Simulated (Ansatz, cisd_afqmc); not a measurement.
System: Se$_{2}$, charge 0, triplet. Se2 (SMILES [Se]=[Se], triplet).
B3LYP-D3(BJ)/def2-TZVP minimum from Ansatz (a quantum-chemistry and plane-wave program):
```xyz
2

Se     0.0000     0.0000    -1.0941
Se     0.0000     0.0000     1.0941
```
Charge 0, spin multiplicity 3.

Total energies in cc-pVDZ, 12 correlated electrons, 28 frozen orbitals. Radicals and triplets start from unrestricted determinants; spin-orbit coupling is neglected. Cores are frozen in correlated methods (noble-gas shells, and filled d and f shells in the p block). No relativity. AFQMC/CISD: phaseless, guided by CISD from CCSD amplitudes; bars are statistical, one sigma. Outlying blocks are dropped, and bars are widened where a walk drifts. Over all cases where full CI ran beside it in this data, AFQMC minus full CI had a median of +0.1 mEh and passed +0.4 mEh in a tenth of the cases. The UHF reference of Se2 ([Se]=[Se], triplet) is spin-contaminated (<S^2> up to 0.05 over the pure value in the sets run). The determinant of Se2 ([Se]=[Se], triplet) is a saddle point of the SCF energy; a lower one exists, which strains HF and MP2.

| method | program | energy (Eh) | minus CCSDTQ (mEh) |
|---|---|---|---|
| HF | Ansatz | -4799.63957 | 238.59 |
| MP2 | Ansatz | -4799.84927 | 28.89 |
| CCSD | Ansatz | -4799.86745 | 10.72 |
| CCSD(T) | Ansatz | -4799.87644 | 1.73 |
| CCSDT(Q) | Ansatz | -4799.87818 | -0.02 |
| CCSDTQ | Ansatz | -4799.87816 | 0.00 |
| AFQMC/CISD | cisd_afqmc | -4799.8768 ± 0.0004 | 1.3 ± 0.4 |

Rough core times of Ansatz's runs on a shared machine: CCSD(T) under 20 s, CCSDT(Q) 60 s, CCSDTQ 10 min.
